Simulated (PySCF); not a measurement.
Species: InCl2(NCO), CCl2InNO.
Bonds: In1–Cl2, In1–Cl3, In1–N4, N4–C5, C5–O6.

Computed with PBE0-D3(BJ)/def2-SVP geometry optimisation, gas phase, def2 core potentials past Kr in PySCF.

(1) List the bond lengths, angles and torsions at this level.

Results:

(1) 
| bond | length (Å) |
| --- | --- |
| In1–Cl2 | 2.318 |
| In1–Cl3 | 2.309 |
| In1–N4 | 2.011 |
| N4–C5 | 1.209 |
| C5–O6 | 1.167 |

A selection of angles:
| angle | degrees |
| --- | --- |
| Cl2–In1–Cl3 | 119.6 |
| Cl2–In1–N4 | 121.4 |
| Cl3–In1–N4 | 119.0 |
| In1–N4–C5 | 143.0 |
| N4–C5–O6 | 176.2 |

Torsions: Cl2–In1–N4–C5 2° (synperiplanar).

In1 (indium bonded to 2 Cl and N) is planar (angles 121.4°, 119.6° and 119.0°, sum 360.0°, 0.00 Å off the plane of its three neighbours). The 6 heavy atoms lie in one plane (0.009 Å rms).

Point group: Cs (tolerance 0.08 Å). No frequency check. The numbers are those of one conformer.

Time: 36 s of wall time. Hardware: an x86-64 server with one thread, on a shared host. That covers the optimisation of the geometry.
